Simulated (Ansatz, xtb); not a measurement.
## A geometry optimisation of CHF2OSi+ with r2SCAN-D4/def2-SVP

The starting geometry of this gas-phase singlet was built from a drawn formula by distance geometry and a force field; its bonds are those of `F[Si]1(F)[CH+]O1`.

```yaml
atoms:
  - { symbol: C, position_ang: [-0.3820, -0.9356, -0.9048] }
  - { symbol: F, position_ang: [-3.1046, -0.0097, -0.6320] }
  - { symbol: F, position_ang: [-1.4093, 0.5061, 1.4429] }
  - { symbol: O, position_ang: [-1.1700, -1.5918, -0.0823] }
  - { symbol: Si, position_ang: [-1.6598, -0.0614, -0.0088] }
  - { symbol: H, position_ang: [0.6567, -1.0742, -0.5715] }
```

Question: Predict what becomes of its bonds when it is optimised with r2SCAN-D4/def2-SVP.

Answer: It keeps its bonds, and is `F[Si]1(F)[CH+]O1`. Distances that change by over a tenth: O4–Si5 (1.61 → 1.80 Å).

The energy falls by 1.74 eV over 10 steps:

```
step  E − E(last) (eV)
   1             1.741
   2             0.806
   3             0.254
   4             0.097
   5             0.010
   6             0.002
   7             0.001
   8             0.000
   9             0.000
  10             0.000
```

Final geometry (Å):

```yaml
atoms:
  - { symbol: C, position_ang: [-0.2815, -0.9038, -0.5760] }
  - { symbol: F, position_ang: [-3.0244, 0.1047, -0.7488] }
  - { symbol: F, position_ang: [-1.6835, 0.6115, 1.4998] }
  - { symbol: O, position_ang: [-1.0253, -1.7244, 0.0521] }
  - { symbol: Si, position_ang: [-1.7171, -0.0629, 0.0906] }
  - { symbol: H, position_ang: [0.6628, -1.1917, -1.0740] }
```

From the same start GFN2-xTB ends elsewhere, at `O=C[Si+](F)F`.

The end wasn't checked by frequencies. Run with Ansatz 0.2.0, 31 s on 1 thread of Arm Neoverse V1, on a shared host.
